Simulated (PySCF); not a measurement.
Computed properties of Mg(SH)(SeH) (H2MgSSe), SMILES [SeH][Mg][SH]

Mg(SH)(SeH) (H₂MgSSe), SMILES [SH][Mg][SeH]. Geometry optimised at PBE0-D3(BJ)/def2-TZVP. The values are those of a single conformer. All values are computed for the isolated molecule unless a solvent is named; none is compared with measurement here.

**Structure.** All 9 harmonic modes at PBE0-D3(BJ)/def2-TZVP (PySCF) are real, so it is a minimum. With heavy atoms numbered as in [Mg:1]([SH:2])[SeH:4], the shortest bond between them is Mg1–S2 at 2.285 Å and the longest Mg1–Se4 at 2.412 Å.

**Vibrations.** The strongest infrared lines (harmonic, unscaled, degenerate partners summed) lie at 546 cm⁻¹ (62 km/mol, H 52 %, Mg 29 %, S 18 %), 513 cm⁻¹ (44 km/mol, Mg 48 %, H 43 %), 89 cm⁻¹ (31 km/mol, Mg 76 %, S 14 %). The softest mode is at 89 cm⁻¹ and the zero-point energy is 10.2 kcal/mol.

**Electronic structure.** HF/def2-TZVPD (PySCF) places the frontier levels at -9.46 and 0.53 eV, a gap of 9.99 eV, and gives a dipole moment of 0.77 D and a mean polarisability of 74.7 bohr³.

**Excitations.** TDDFT-PBE0/def2-SVPD (PySCF) has S1 at 4.28 eV (290 nm, f = 0.046, weak); the most intense of the 10 singlets computed lies at 5.98 eV (f = 0.53). T1 (TDA) is at 3.99 eV. No vertical singlet excitation falls in the visible range (under 3.1 eV).

**NMR.** GIAO shifts at PBE0/pcSseg-2 (PySCF) (non-relativistic, atoms alike by connectivity averaged): ¹H at -0.7 ppm against TMS.
